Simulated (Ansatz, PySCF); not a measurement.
Pair of molecules: PH3 (SMILES P) (first 4 atoms) with HI (SMILES I); geometry from B3LYP-D3(BJ)/def2-TZVP.
(charge 0, multiplicity 1):
```xyz
6

P     -0.4959    -0.5533     0.4139
H     -1.8481    -0.6696     0.0101
H     -0.1615     0.3996    -0.5789
H     -0.0545    -1.6663    -0.3421
I      0.5510    -0.0275     4.4590
H      0.1501    -0.2319     2.8916
```

Monomers are frozen at their geometry in the pair; levels with a basis set take the counterpoise correction.

Run with Ansatz (Gaussian basis) for Hartree–Fock, density functionals and correlated methods; PySCF for the dispersion terms.  In def2 rows elements past Kr take small-core potentials, without spin–orbit coupling.

Task: What interaction energy does r2SCAN-D4/def2-TZVPPD give?

Result: -110 meV

Task: What interaction energy does BLYP-D3(BJ)/def2-TZVPPD give?

Result: -128 meV

Task: What is the computed interaction energy (PBE/def2-TZVPPD)?

Result: -114 meV

Ansatz is a quantum-chemistry and plane-wave program.
